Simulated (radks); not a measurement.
Results of a calculation; reference values are marked as such.
Ionisation of Nb30+, [Ne] 3s1, to Nb31+, [Ne], under several functionals. Scalar-relativistic Kohn-Sham, spin-polarised, spherical densities, finite nucleus; open shells are filled with parallel spins first (spin-orbit coupling, left out, can overturn this in heavy ions); a radial shooting solver on a logarithmic mesh with Libxc functionals.

functional	E(Nb30+) (hartree)	Exc (hartree)	IE (eV)	-e(HOMO) (eV)	<r> HOMO (bohr)	IE error (eV)
exchange-only LDA	-3134.09660	-64.48639	1686.3	1660.8	0.3766	+1.4
XLYP	-3140.48285	-70.91964	1690.9	1664.0	0.3764	+5.9
RPBE	-3140.02786	-70.46406	1689.5	1662.8	0.3767	+4.5
B86b exchange with PBE correlation	-3140.06435	-70.49894	1690.1	1663.5	0.3765	+5.1
revPBE	-3139.94145	-70.37692	1689.3	1663.0	0.3766	+4.3
LDA (Slater exchange, Perdew-Zunger correlation)	-3135.40811	-65.80234	1688.0	1662.4	0.3765	+3.0
PBEsol	-3137.72229	-68.13859	1688.2	1662.4	0.3766	+3.2
OLYP	-3140.28807	-70.74446	1689.0	1663.3	0.3767	+4.0

NIST Atomic Spectra Database: 1685.0 eV (semi-empirical). Closest: exchange-only LDA. The Delta-SCF values span 4.53 eV, the total energies 6.39 hartree. The highest occupied level is 3s.
